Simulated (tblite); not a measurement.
Species: C₈H₆ (charge +1 and doublet state).
Numbering: `[CH:1]#[C:2][CH2:3][CH2:4][C:5]#[C:6][C:7]=[CH+:8]` (hydrogens: H9 on C1; H10, H11 on C3; H12, H13 on C4; H14 on C8)

A start from a force field or distance geometry was refined with GFN2-xTB geometry optimisation, gas phase in tblite. Values at the start:

```json
{"coordinate": "C1≡C2", "start": "1.190 Å"}
{"coordinate": "C1–H9", "start": "1.070 Å"}
{"coordinate": "C2–C3", "start": "1.483 Å"}
{"coordinate": "C3–C4", "start": "1.509 Å"}
{"coordinate": "C3–H10", "start": "1.098 Å"}
{"coordinate": "C4–C5", "start": "1.467 Å"}
{"coordinate": "C4–H12", "start": "1.109 Å"}
{"coordinate": "C5≡C6", "start": "1.197 Å"}
{"coordinate": "C6–C7", "start": "1.546 Å"}
{"coordinate": "C7=C8", "start": "1.206 Å"}
{"coordinate": "C8–H14", "start": "1.062 Å"}
{"coordinate": "C1–C2–C3", "start": "178.9°"}
{"coordinate": "C2–C3–C4", "start": "111.9°"}
{"coordinate": "C3–C4–C5", "start": "111.9°"}
{"coordinate": "C4–C5–C6", "start": "178.9°"}
{"coordinate": "C5–C6–C7", "start": "179.6°"}
{"coordinate": "C6–C7–C8", "start": "179.6°"}
```

How do these coordinates change at the GFN2-xTB level?

| coordinate | GFN2-xTB (Å or °) | change |
| --- | --- | --- |
| C6–C7 | 1.341 | -0.205 |
| C2–C3 | 1.434 | -0.049 |
| C4–C5 | 1.420 | -0.047 |
| C3–C4 | 1.537 | +0.028 |
| C5≡C6 | 1.224 | +0.027 |
| C1≡C2 | 1.207 | +0.017 |
| C1–H9 | 1.053 | -0.017 |
| C7=C8 | 1.217 | +0.011 |
| C4–H12 | 1.100 | -0.009 |
| C8–H14 | 1.054 | -0.008 |
| C3–H10 | 1.098 | 0.000 |
| C3–C4–C5 | 113.9 | +2.0 |
| C2–C3–C4 | 113.0 | +1.1 |
| C1–C2–C3 | 179.9 | +1.0 |
| C5–C6–C7 | 178.8 | -0.8 |
| C6–C7–C8 | 179.8 | +0.2 |
| C4–C5–C6 | 178.9 | 0.0 |

The energy falls by 0.833 eV over 28 L-BFGS steps, the largest force on an atom goes from 7.11 to 0.008 eV/Å, and the atoms move by 0.085 Å rms after alignment. The bond that changes most is C6–C7 (both ends carbon bonded to 2 C), which shortens by 0.205 Å. Bonds longer at the end by more than 0.005 Å: 5 of 13; shorter: 6. Rotational constants go from 20307, 589.2, 576.7 to 21000, 615.8, 602.7 MHz.

The run took 0.17 s wall on an Arm Neoverse V1 with one thread, no GPU, on a shared host.

Its GFN2-xTB frequencies are all real (lowest 40 cm⁻¹).

Conformer computed: `[CH:1]#[C:2][CH2:3][CH2:4][C:5]#[C:6][C:7]=[CH+:8]`: C2–C3–C4–C5 180°.

One conformer stands for the species.
